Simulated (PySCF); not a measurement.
Spectrum to structure. Theory: TDDFT CAM-B3LYP/def2-SVPD, vertical, gas phase, core orbitals frozen in the response (PySCF). Geometries: GFN2-xTB, one conformer each.

| state | E (eV) | f |
| --- | --- | --- |
| S1 | 5.34 | 0.0010 |
| S2 | 5.56 | 0.220 |
| S3 | 6.09 | 0.052 |
| S4 | 6.18 | 0.012 |
| S5 | 6.57 | 0.011 |
| S6 | 6.73 | 0.0043 |
| S7 | 6.84 | 0.0014 |
| S8 | 7.08 | 0.0055 |

Orbital energies (eV): HOMO-3 -10.51, HOMO-2 -9.49, HOMO-1 -9.41, HOMO -8.55, LUMO -0.09, LUMO+1 0.76, LUMO+2 0.95.

Question: Which structure fits? All have the formula C3H7NSSi2.
A. `N#C[C@H]1C[SiH2]S[SiH2]1`
B. `[SiH3][SiH2]c1cncs1`
C. `C=C[Si@H](C#N)S[SiH3]`

Answer: B. Its S1, at 5.34 eV, is the lowest among the candidates; the nearest of the others has S1 at 5.72 eV. S1 is HOMO-1→LUMO (93%). Löwdin shares by element: HOMO carbon 66%, sulfur 8% (atoms not listed hold the other 26%); LUMO carbon 51%, sulfur 21% (atoms not listed hold the other 28%). At the same level the other candidates give, for their lowest levels:
- `N#C[C@H]1C[SiH2]S[SiH2]1`: 5.83 eV (f 0.010); 6.31 eV (f 0.000); 6.48 eV (f 0.012); 7.11 eV (f 0.008); 7.17 eV (f 0.001); T1 5.44 eV; HOMO -8.87, LUMO 0.21 eV
- `C=C[Si@H](C#N)S[SiH3]`: 5.72 eV (f 0.012); 6.19 eV (f 0.011); 6.42 eV (f 0.011); 6.58 eV (f 0.020); 6.95 eV (f 0.040); T1 4.30 eV; HOMO -8.95, LUMO -0.15 eV

The values belong to the conformer `[SiH3:1][SiH2:2][c:3]1[cH:4][n:5][cH:6][s:7]1`: Si1–Si2–C3–C4 -94°.
Triplets come from the Tamm–Dancoff approximation.
